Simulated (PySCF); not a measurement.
# SbF: a base run and its variants

Base input, run as `OMP_NUM_THREADS=1 python input.py` with PySCF 2.14:

```python
from pyscf import gto, dft
from pyscf.prop.polarizability import uhf as pol

mol = gto.M(
    atom='Sb 0 0 0; F 0 0 2.277',
    basis='def2-svp',
    ecp={'Sb': 'def2-svp'},
    charge=0,
    spin=2,
    verbose=4,
)
mf = dft.UKS(mol, xc='scan')
mf.kernel()
print('polarizability (a.u.)')
print(pol.Polarizability(mf).polarizability().round(4))
mf.dip_moment()
print('orbital energies (hartree):', [e[max(0, n-3):n+3].round(4) for e, n in zip(mf.mo_energy, mol.nelec)])
```

Base result: E(SCF) = -340.019925 Eh, 13 cycles, ⟨S²⟩ = 2.006, μz(SCF) = -3.77 D, α(xx, yy, zz) = 23.5, 23.5, 39.7 bohr³. The bond length is a typed value, not an optimised one. No search for the lowest solution was made.

It ran on Arm Neoverse V1 (1 thread, shared host) in 22 s, peak memory 0.24 GiB.

Each row names what differs from the base; energies in brackets are changes from the base.

| change | result | wall time (s) |
| --- | --- | --- |
| spin (2S): 2 → 3 [unsound on purpose] | stops with RuntimeError (Electron number 32 and spin 3 are not consistent) | 0.7 |
| functional: scan → o3lyp | E(SCF) = -340.197962 Eh, 13 cycles, ⟨S²⟩ = 2.006, μz(SCF) = -3.87 D, α(xx, yy, zz) = 24.0, 24.0, 39.8 bohr³ | 8.5 |
| functional: scan → lc_wpbe | E(SCF) = -339.937971 Eh, 13 cycles, ⟨S²⟩ = 2.008, μz(SCF) = -4.23 D, α(xx, yy, zz) = 23.6, 23.6, 38.8 bohr³ | 9.3 |
| charge: 0 → 1; spin (2S): 2 → 1 [another spin of the ion may lie lower] | E(SCF) = -339.676390 Eh (+9.3481 eV), ⟨S²⟩ = 0.762, α(xx, yy, zz) = 18.7, 18.4, 38.8 bohr³ | 21 |
| integration grid: default → (20, 50) [unsound on purpose] | E(SCF) = -340.026007 Eh (-0.1655 eV), 13 cycles, ⟨S²⟩ = 2.007, μz(SCF) = -3.66 D, α(xx, yy, zz) = 23.6, 23.6, 39.8 bohr³ | 2 |
| charge: 0 → 2 | not converged: SCF after 50 cycles | 29 |
| geometry: bond 2.277 → bond 2.004 | E(SCF) = -340.046206 Eh (-0.7151 eV), 12 cycles, ⟨S²⟩ = 2.004, μz(SCF) = -2.67 D, α(xx, yy, zz) = 24.0, 24.0, 32.0 bohr³ | 20 |
| basis set: def2-svp → crenbl [with its own core potential] | E(SCF) = -106.411511 Eh, 12 cycles, ⟨S²⟩ = 2.006, μz(SCF) = -4.39 D, α(xx, yy, zz) = 18.7, 18.7, 39.5 bohr³ | 25 |
| geometry: bond 2.277 → bond 2.118 | E(SCF) = -340.038086 Eh (-0.4942 eV), 12 cycles, ⟨S²⟩ = 2.004, μz(SCF) = -3.15 D, α(xx, yy, zz) = 23.7, 23.7, 35.0 bohr³ | 18 |
